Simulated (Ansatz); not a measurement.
Isolated molecules relaxed with PBE0-D4/def2-TZVP in Ansatz; ΔE leaves out vibrations. CCSD(T)/CBS is the MP2 limit (def2-TZVPP, def2-QZVPP) plus CCSD(T) − MP2 in def2-TZVPP, frozen cores. This one scheme is used for every species. Functionals use def2-TZVPP. For Ga outer-core shells are correlated without core-valence functions, which leaves a few kJ/mol of doubt a bond. Scalar relativity is left out up to krypton. Each species was taken in one conformer, which may not be the lowest.

Consider the formal hydrolysis of a Ga–F bond: `C[O][Ga]([F])[SH]` + H₂O → `C[O][Ga]([OH])[SH]` + H–F.

```csv
level,ΔE (kJ/mol)
ωB97X-V,31.0
PBE0,29.5
CCSD/def2-TZVPP,26.4
CCSD/CBS(def2),25.6
```

Problem. What does CCSD(T)/CBS give? (Best estimate.)

Solution. Computed: +24.0 kJ/mol. The listed levels differ from it by 7.0, 5.5, 2.4, 1.6 kJ/mol.

Largest T1 diagnostic among the species: 0.014.

In def2-TZVPP, CCSD(T) changes the Hartree–Fock value by −12.8 kJ/mol (the triples alone add −1.6 kJ/mol) and MP2 by −15.4 kJ/mol. The D4 term adds −4.2 kJ/mol with B3LYP and −2.4 kJ/mol with PBE0; it sums over pairs of atoms, weighted by their polarisabilities, and B3LYP, whose exchange is more repulsive, gets the larger term.

B3LYP here is the variant with VWN-RPA as its local correlation; programs differ in this.
